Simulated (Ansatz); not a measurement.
**SnSiH6 (SMILES [SiH3][SnH3]): the energy, rung by rung**

The species is SnSiH6 (8 atoms), meant as a singlet with charge 0. SMILES: `[SiH3][SnH3]`. The shape was relaxed beforehand at B3LYP/def2-SVP.

```xyz
8

Si   -0.6303    0.1231   -1.1672
Sn    0.6182   -0.1304    1.0895
H    -2.0847    0.3582   -0.9281
H    -0.4734   -1.1149   -1.9858
H    -0.0784    1.2780   -1.9347
H     0.4576    1.2945    2.0421
H     2.2968   -0.4141    0.8333
H    -0.0136   -1.4512    1.9950
```

Quantity: the adiabatic ionisation energy (to the doublet cation, shapes relaxed at B3LYP/def2-SVP, no zero-point term), in eV. The values are calculated.

```csv
level,kind,program,value (eV),CPU time (all runs)
HF/def2-TZVP (core potential),Hartree–Fock,Ansatz,8.13,2.1 s
PBE/def2-TZVP (core potential),GGA,Ansatz,8.98,3.3 s
B3LYP/def2-TZVP (core potential),global hybrid,Ansatz,9.08,4.5 s
wB97M-V/def2-TZVP (core potential),range-separated hybrid,Ansatz,9.18,15 s
MP2/def2-TZVP (core potential),perturbation theory,Ansatz,9.07,3.7 s
```

Spin-orbit coupling, which can split open shells on such heavy atoms by tenths of an eV, is left out. The values span 8.13 to 9.18 eV. In the correlated wave-function rows the outer d shell of Sn is correlated, in sets not made for it. In so small a basis fixed costs decide the times, and correlated methods can beat functionals. CPU times are rough (shared hosts, several kinds of processor and program).
